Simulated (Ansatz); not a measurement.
C3H7B (`CC1BC1`), relaxed with RKS PBE-D4/def2-SVP in the Gaussian-basis code of Ansatz from a rough embedded geometry. The force threshold is 0.03 eV/Å; the program also tests the step.

The species carries charge 0 and has multiplicity 1.

Start:

```xyz
11

C    -1.309    0.145    0.056
C     0.083    0.476   -0.353
B     1.150    0.271    0.813
C     0.990   -0.741   -0.416
H    -1.941   -0.041   -0.845
H    -1.806    1.093    0.544
H    -1.435   -0.683    0.788
H     0.304    1.315   -0.982
H     1.660    0.497    1.839
H     1.785   -0.626   -1.207
H     0.518   -1.705   -0.236
```

By how much does the energy fall, and how many steps does the optimiser take? (Estimate.)

The calculation gave: 40.55 kJ/mol, in 8 steps.

Which bonds change most? (Best estimate.)

Computed: C1–H6 from 1.176 to 1.110 Å; B3–C4 from 1.600 to 1.538 Å; C2–B3 from 1.594 to 1.541 Å; B3–H9 from 1.168 to 1.206 Å.

Give the relaxed structure. (Best estimate.)

The calculation gave: 
```xyz
11

C    -1.400    0.218    0.055
C     0.074    0.463   -0.230
B     1.200    0.218    0.794
C     1.064   -0.715   -0.421
H    -1.956   -0.055   -0.868
H    -1.883    1.118    0.489
H    -1.544   -0.611    0.779
H     0.256    1.301   -0.932
H     1.735    0.486    1.841
H     1.766   -0.682   -1.273
H     0.689   -1.740   -0.234
```
